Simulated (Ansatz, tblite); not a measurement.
Forces on the cluster Pb₂S₃ at its r2SCAN-D4/def2-SVP geometry. Total charge 0; singlet.

In the def2 sets Pb takes a core potential; there is no spin–orbit coupling. The xTB rows come from tblite. The structure comes from a short search, and lower isomers may exist.

GFN1-xTB (tblite), largest force 1.17 eV/Å:

```xyz
5
positions Å, forces eV/Å
Pb    1.148   -0.459   -1.332   -0.760   -0.158    0.705
Pb   -0.795    1.091    1.217    0.169   -0.899   -0.513
S     0.026   -1.555    0.966    0.023    1.004   -0.593
S     1.073    1.920   -0.350   -0.344   -0.615    0.112
S    -1.452   -0.997   -0.501    0.911    0.668    0.288
```

GFN2-xTB (tblite), largest force 1.15 eV/Å:

```
Pb -0.371 0.020 0.381
Pb 0.158 -0.401 -0.312
S -0.367 0.786 -0.758
S -0.385 -0.689 0.126
S 0.965 0.283 0.563
```

PBE-D4/def2-TZVP (Ansatz), largest force 0.44 eV/Å:

```
Pb -0.176 0.069 0.203
Pb 0.120 -0.168 -0.185
S -0.240 0.198 -0.304
S -0.043 -0.078 0.014
S 0.339 -0.021 0.272
```
